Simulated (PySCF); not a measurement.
Stepwise substitution at one centre (B NH2-H). Gas-phase values, no solvent. Strings in code marks are SMILES.

The S1–T1 gap (TDA) from two functionals at the same geometries (B3LYP-D3(BJ)/def2-TZVP), both in PySCF: PBE-D3(BJ)/def2-TZVP and B3LYP-D3(BJ)/def2-TZVP. B3LYP has the VWN-RPA correlation part, as in Gaussian. Excitations are Tamm–Dancoff values on a coarser integration grid. The basis has no diffuse functions, so Rydberg states are missing or too high.

```json
[
 {"species": "0 of 3 NH2 replaced by H (`NB(N)N`)", "B3LYP-D3(BJ)/def2-TZVP (eV)": "0.27"},
 {"species": "1 of 3 NH2 replaced by H (`NBN`)", "B3LYP-D3(BJ)/def2-TZVP (eV)": "0.29"},
 {"species": "2 of 3 NH2 replaced by H (`BN`)", "B3LYP-D3(BJ)/def2-TZVP (eV)": "1.24"}
]
```

Problem. What does PBE-D3(BJ)/def2-TZVP give for each?

Solution. 
- 0 of 3 NH2 replaced by H (`NB(N)N`): 0.19
- 1 of 3 NH2 replaced by H (`NBN`): 0.24
- 2 of 3 NH2 replaced by H (`BN`): 1.20
Over these rows, drawn at random from the members with no instability flagged (it was tested for open shells, ions and some series alone), PBE minus B3LYP-D3(BJ): mean -0.06 eV, from -0.08 eV to -0.04 eV.
